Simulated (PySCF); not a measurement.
# Computed data sheet: 1,1,2-trifluorobuta-1,3-diene (`C=CC(F)=C(F)F`)

1,1,2-trifluorobuta-1,3-diene, C₄H₃F₃.
Geometry (GFN2-xTB, Å), atoms numbered from 1 in this order:
```
atom  x, y, z in Å
C1     1.7817    0.5046    0.5235
C2     0.6397   -0.1590    0.6653
C3    -0.5519    0.1480   -0.0983
F4    -0.4774    1.1572   -0.9871
C5    -1.7165   -0.4970    0.0170
F6    -2.8206   -0.2395   -0.6646
F7    -1.9057   -1.5065    0.8588
H8     2.6506    0.2548    1.1047
H9     1.8770    1.3159   -0.1784
H10    0.5320   -0.9739    1.3654
```

Among its groups: C=C double bond and C–F bond.

**GFN2-xTB geometry**

```
Point group of the GFN2-xTB geometry                  : Cs
Rotational constants A, B, C of the GFN2-xTB geometry : 4.878, 1.898, 1.366 GHz
```

CAM-B3LYP/def2-SVPD ground state and vertical TDDFT (core frozen in the response) (PySCF):

```
Dipole moment                                                     : 1.73 D
HOMO energy                                                       : -8.38 eV
LUMO energy                                                       : -0.12 eV
HOMO–LUMO gap                                                     : 8.26 eV
Lowest singlet excitation                                         : 5.93 eV (209 nm, f = 0.658)
Strongest line among the 8 lowest singlet transitions             : S1 at 5.93 eV (209 nm, f = 0.658)
Lowest triplet excitation (Tamm–Dancoff)                          : 3.22 eV
Static isotropic polarisability                                   : 55.6 au
Electronic spatial extent ⟨r²⟩ about the centre of nuclear charge : 775 bohr²
```

From PBE0/pcSseg-1 ground state and GIAO shieldings, non-relativistic (PySCF):

```
Lowest Hirshfeld atomic charge                              : -0.09 e on C1
Highest Hirshfeld atomic charge                             : +0.15 e on C5
13C chemical shifts (computed TMS as zero) by class         : 167.8 (C5), 138.5 (C3), 129.7 (C2), 121.3 (C1) ppm
1H chemical shifts (computed TMS as zero) by class          : 6.50 (H10), 5.93 (H9), 5.67 (H8) ppm
Isotropic shieldings of nuclei other than C and H, by class : 274 (F6), 291 (F7), 372 (F4) ppm
Mayer bond orders between heavy atoms                       : C1–C2 1.91, C2–C3 1.04, C3–F4 0.97, C3–C5 1.67, C5–F6 1.01, C5–F7 1.01
```

B3LYP/pcJ-1 indirect spin-spin coupling, non-relativistic, gas phase; spin–dipole term left out for some pairs (PySCF):

```
Largest of the computed one-bond spin–spin couplings (means over like bonds) : 19F–13C -385.2 (F6–C5), 19F–13C -371.3 (F7–C5), 19F–13C -303.5 (F4–C3), 13C–1H +170.1 (C1–H8), 13C–1H +168.1 (C2–H10), 13C–1H +167.5 (C1–H9), 13C–13C +150.9 (C3–C5), 13C–13C +80.0 (C1–C2) Hz
```

Monoisotopic mass (most abundant isotopes): 108.0187 u.

The vertical singlet–triplet gap S1 − T1 is 2.71 eV (TDDFT singlet less Tamm–Dancoff triplet; S1: HOMO→LUMO, weight 0.98; T1: HOMO→LUMO, weight 0.93). The largest Löwdin shares of the HOMO are 0.21 on C5, 0.20 on C1, 0.19 on C3 and 0.14 on C2. The principal polarisabilities are 34.0, 46.4 and 86.5 au; their mean is the isotropic value. No computed singlet falls in the visible range (750 to 380 nm, 1.65 to 3.26 eV); S1 lies 2.67 eV above its blue end. The polarisability is 8.24 Å³ as a volume (1 au = 0.148185 Å³), or 1.03 au for each of the 54 electrons. The dipole matches unit charges of opposite sign 0.36 Å apart (1 e·Å = 4.8032 D).

One conformer stands for the species.
